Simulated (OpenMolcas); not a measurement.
## How methods differ on CH7NOSi (SMILES CO[SiH2]N)

The species is CH7NOSi (11 atoms), meant as a singlet with charge 0. As SMILES, `CO[SiH2]N`. The shape is that of a PBE0-D4/def2-TZVP optimisation. This is one conformer, not always the lowest.

| atom | x (Å) | y (Å) | z (Å) |
| --- | --- | --- | --- |
| C | -0.6553 | 1.7119 | 0.5002 |
| O | -0.6106 | 0.5087 | -0.2271 |
| Si | 0.5338 | -0.6427 | 0.0543 |
| N | 0.3447 | -2.0069 | -0.9437 |
| H | 0.2584 | 2.3029 | 0.3623 |
| H | -1.5015 | 2.3012 | 0.1424 |
| H | -0.7907 | 1.5318 | 1.5738 |
| H | 0.4219 | -1.0799 | 1.4723 |
| H | 1.8746 | -0.0550 | -0.2121 |
| H | -0.4034 | -2.6611 | -0.7833 |
| H | 0.5936 | -1.9680 | -1.9184 |

Each level gives the energy change with the N4–H11 bond stretched from 1.007 to 1.510 Å (eV). The values are calculated.

```tsv
level	kind	program	value (eV)	less CCSD(T)/cc-pVDZ	CPU time (all runs)
HF/cc-pVDZ (restricted)	Hartree–Fock	OpenMolcas	2.71	+0.45	28 s
SVWN5/cc-pVDZ (restricted)	LDA	OpenMolcas	2.13	-0.13	89 s
revPBE/cc-pVDZ (restricted)	GGA	OpenMolcas	2.11	-0.15	2 min
M06-L/cc-pVDZ (restricted)	meta-GGA	OpenMolcas	2.34	+0.08	2.5 min
r2SCAN/cc-pVDZ (restricted)	meta-GGA	OpenMolcas	2.28	+0.02	2.4 min
B3LYP/cc-pVDZ (restricted)	global hybrid	OpenMolcas	2.26	0.00	1.9 min
M06-2X/cc-pVDZ (restricted)	hybrid meta-GGA	OpenMolcas	2.37	+0.11	2.2 min
B2PLYP/cc-pVDZ (restricted)	double hybrid	OpenMolcas	2.31	+0.05	87 s
MP2/cc-pVDZ (restricted)	perturbation theory	OpenMolcas	2.38	+0.12	27 s
CCSD(T)/cc-pVDZ (restricted)	coupled cluster or CI	OpenMolcas	2.26	0.00	3.7 min
```

Differences are taken from CCSD(T)/cc-pVDZ (restricted) for orientation; it has basis-set and higher-order errors of its own. The first shape isn't each level's own minimum. The values span 2.11 to 2.71 eV. Times are those of the runs behind each value, whatever else they computed, on shared processors of several kinds: orders of magnitude only.
